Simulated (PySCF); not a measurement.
The same groups moved round the core (benzothiophene ethynyl+boryl). Isolated molecules, 0 K electronic values unless said otherwise. One relaxed conformer stands for each flexible species; it need not be the lowest. Strings in code marks are SMILES.

These are PBE-D3(BJ)/def2-TZVP // PBE0-D3(BJ)/def2-SVP (PySCF) values and carry that method's errors. All candidates: neutral, multiplicity 1. Delta-SCF ions had no search for a lower state. Excitations are Tamm–Dancoff values on a coarser integration grid. The basis has no diffuse functions, so Rydberg states are missing or too high.

- brightest of the four lowest singlets (TDA): 3.88 eV
- vertical ionisation energy (Delta-SCF): 7.92 eV
- HOMO: -5.71 eV

Q: Say which member has these values.
A. `Bc1cc2sccc2cc1C#C`
B. `Bc1c(C#C)ccc2ccsc12`
C. `Bc1c(C#C)ccc2sccc12`
D. `Bc1cc(C#C)cc2sccc12`

A: A, `Bc1cc2sccc2cc1C#C`. The others give `Bc1c(C#C)ccc2ccsc12`: 4.29 eV, 7.87 eV, -5.66 eV; `Bc1c(C#C)ccc2sccc12`: 3.21 eV, 7.98 eV, -5.77 eV; `Bc1cc(C#C)cc2sccc12`: 3.04 eV, 7.92 eV, -5.73 eV
